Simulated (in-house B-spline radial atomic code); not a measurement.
**Solving the quasi-particle equation for 3s up of Cl⁶⁺**

Configuration [Ne] 3s1, highest spin, start r2SCAN; correlation leaves out the deepest shell. Computed with a B-spline radial code for spherical atoms: all electrons, non-relativistic, point nucleus, each spin shell either full or empty, empty states to l = 9 with an (l + 1/2)⁻⁴ tail; G0W0 by contour deformation at full frequency.

At the mean-field level ε = -107.302 eV the matrix elements are Σx = -24.115 eV, v_xc = -17.976 eV and Σc(ε) = -1.921 eV, and the slope of the correlation self-energy is dΣc/dω = -0.0395. The quasi-particle energy solves E = ε + Σx − v_xc + Σc(E).

What does the linearised equation give?

Z = 1/(1 − dΣc/dω) = 1/1.0395 = 0.9620. The first-order shift is Σx − v_xc + Σc(ε) = -24.115 − (-17.976) + (-1.921) = -8.060 eV, so E ≈ ε + Z × shift = -107.302 + 0.9620 × (-8.060) = -115.056 eV.

How does that compare with the full solution and with static screening?

Solving the equation at full frequency dependence gives E = -115.100 eV, where Σc = -1.659 eV and the weight is 0.972; the linearised value is off by 44 meV. Leaving Z out would give -115.362 eV. Static COHSEX puts -3.682 eV in place of Σc and gives -117.123 eV, 2.02 eV deeper. The tabulated removal energy is 114.201 eV (NIST, measured); the run leaves out relativity, Breit and QED terms.
